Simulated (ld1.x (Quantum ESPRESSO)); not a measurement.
Ranking TM potentials for titanium (Ti)

All share these settings but for the change named:

```json
{
 "Element": "Ti",
 "Generator": "ld1.x (Quantum ESPRESSO) 7.5",
 "Type": "norm-conserving Troullier–Martins (Kleinman–Bylander form)",
 "Functional": "LDA (PZ)",
 "Relativity": "scalar-relativistic",
 "Frozen core": "[Ne] 3s2",
 "Valence charge": "10",
 "Reference configuration": "3p6 3d2 4s1.75 4p0 (charge +0.25)",
 "Partial waves": "4s (bound): rc 2.90 bohr; 3p (bound): rc 1.75 bohr; 3d (bound): rc 1.80 bohr",
 "Local potential": "all-electron potential smoothed inside 2.30 bohr (lloc = -1)",
 "Core correction": "a·sin(br)/r model core inside 1.15 bohr"
}
```

Test errors are all-electron minus pseudo excitation energies from the reference, over 3p6 3d2 4s2 4p0; 3p6 3d2 4s1 4p0; 3p6 3d2 4s0 4p0; 3p6 3d2 4s1.5 4p0; 3p6 3d0 4s0 4p0; 3p6 3d3 4s0 4p0; 3p6 3d2 4s0 4p2. None of these files shows a bound ghost.

The base gives 290.9 meV.

Of 11 variants that were run, those that failed, showed a ghost or another fault, or gave nearly equal values are left out.

A variant can come out equal or close to the base, since the largest error may sit in a test that the change hardly touches while other tests move.

Q: Rank these variants by their largest absolute test error, smallest first.
A. wave 4s (bound): rc 2.90 bohr becomes 4s (bound): rc 3.72 bohr
B. core correction a·sin(br)/r model core inside 2.12 bohr
C. all radii but the core radius scaled by about 1.22 (s 3.56, p 2.14, d 2.20 bohr); local potential all-electron potential smoothed inside 2.82 bohr (lloc = -1)

A: A (277.7 meV), B (407.7 meV), C (617.9 meV).
